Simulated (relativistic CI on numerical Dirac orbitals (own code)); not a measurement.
# Cd²²⁺: what numerical and physical settings do to a radial Dirac CI calculation

Reference input:

```
atom Cd  Z=48  charge=22  electrons=26
nucleus A=114  rms_radius_fm=4.6087
hamiltonian dirac-coulomb  breit=on  qed=on  c_scale=1
orbitals kli  potential=per-configuration
slater_scale 1
correlation none
mixing on
grid step=0.0125 r_max=4.9
scf mixing=0.4 start=green max_iterations=150 tolerance=2e-08 node_fill=0.05
configurations
  [Ar] 3d8
  [Ne] 3s2 3p5 3d9
end
```

Computed lowest total energy -5346.98063 Ha, first excitation 42076.3 cm⁻¹, 20 SCF steps. Runs with settings changed; * marks those that are bad on purpose:

| Changed | Outcome | Lowest level | ΔE (Ha) | First excitation (cm⁻¹) | SCF steps | Message |
| --- | --- | --- | --- | --- | --- | --- |
| end of the grid at 3.43 bohr, grid step 0.02 | converged | 3p6.3d8 3F_4 | 0.000117 | 42076.3 | 20 |  |
| node fill of the KLI weights 0.2 | converged | 3p6.3d8 3F_4 | -0.00199 | 42018.5 | 21 |  |
| QED terms off | converged | 3p6.3d8 3F_4 | -2.56 | 42063.4 | 20 |  |
| SCF mixing 0.05 | converged | 3p6.3d8 3F_4 | 5.28e-10 | 42076.3 | 24 |  |
| grid step 0.002 * | refused |  |  |  | 0 | the grid has 7703 points, outside 40 to 4096 |
| charge 21 * | refused |  |  |  | 0 | configuration [Ar] 3d8 has 26 electrons, the ion has 27 |
